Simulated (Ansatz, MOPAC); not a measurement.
Dissociation curve of PH, triplet.

- AM1, unrestricted, heats of formation (MOPAC)
- UKS-B3LYP = unrestricted B3LYP/cc-pVDZ in Ansatz (a quantum-chemistry and plane-wave program)
- UCCSDT(Q) = Ansatz with CCSDT(Q) on UHF/cc-pVDZ, frozen core
- FCI = Ansatz with full CI/cc-pVDZ, frozen core

Energies relative to the lowest point of each curve near equilibrium, in kcal/mol:

| R / Å | AM1 | UKS-B3LYP | UCCSDT(Q) |
|---|---|---|---|
| 1.27 | 1.9 | 9.2 | 9.2 |
| 1.34 | 0.0 | 2.9 | 2.9 |
| 1.37 | 0.0 | 1.4 | 1.4 |
| 1.43 | 1.3 | 0.0 | 0.0 |
| 1.48 | 3.5 | 0.2 | 0.2 |
| 1.52 | 5.9 | 1.0 | 1.1 |
| 1.75 | 26.4 | 13.0 | 12.9 |
| 1.91 | 42.3 | 24.5 | 23.7 |
| 2.58 | 81.7 | 62.5 | 55.6 |
| 3.10 | 85.8 | 71.2 | 62.4 |
| 3.50 | 85.1 | 73.3 | 63.7 |
| 5.60 | 85.0 | 74.6 | 64.3 |

Estimate the FCI values at these points.

1.27: 9.2; 1.34: 2.9; 1.37: 1.4; 1.43: 0.0; 1.48: 0.2; 1.52: 1.1; 1.75: 12.9; 1.91: 23.7; 2.58: 55.6; 3.10: 62.4; 3.50: 63.7; 5.60: 64.4 (kcal/mol).

The unrestricted determinant behind UKS-B3LYP is spin-contaminated at 2.37 to 5.60 Å (<S²> up to 3.0, against 2.00 for a pure triplet). The unrestricted determinant behind UCCSDT(Q) is spin-contaminated at 1.91 to 5.60 Å (<S²> up to 3.0, against 2.00 for a pure triplet).
